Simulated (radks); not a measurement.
Excited configurations of Pb3+: one electron is placed in a higher orbital outside [Xe] 4f14 5d10. The ground configuration is [Xe] 4f14 5d10 6s1. All-electron calculation, Dirac Kohn-Sham, PBEsol, spin-unpolarised, spherical densities, finite nucleus; open shells fill j = l - 1/2 first; Fermi nuclear charge, rms radius 5.5012 fm. Program: a radial shooting solver on a logarithmic mesh with Libxc functionals. Excitation = E - E(ground); binding = E(ion) - E, where the ion is the core of charge +4; n* = 4/sqrt(2 binding) in atomic units, and the quantum defect is n - n*.

outer orbital  excitation (eV)  binding (eV)     n*  quantum defect  eigenvalue (eV)
5f5/2                   27.523        15.165  3.789           1.211          -12.280
6d3/2                   23.304        19.384  3.351           2.649          -16.667
7s1/2                   22.927        19.761  3.319           3.681          -17.591
7d3/2                   31.095        11.593  4.333           2.667          -10.196
7f5/2                   35.637         7.051  5.556           1.444           -6.203

The Delta-SCF ionisation energy is 42.688 eV (NIST Atomic Spectra Database: 42.333 eV, measured). Self-interaction in the functional shifts the binding energies and quantum defects, so they are the method's values and not measured ones. Spin polarisation and multiplet splitting are left out, so open shells lie too high by an amount that depends on their filling.

Beside tabulated values, note that spin-unpolarised runs miss the spin-polarisation part of the exchange energy of open shells.
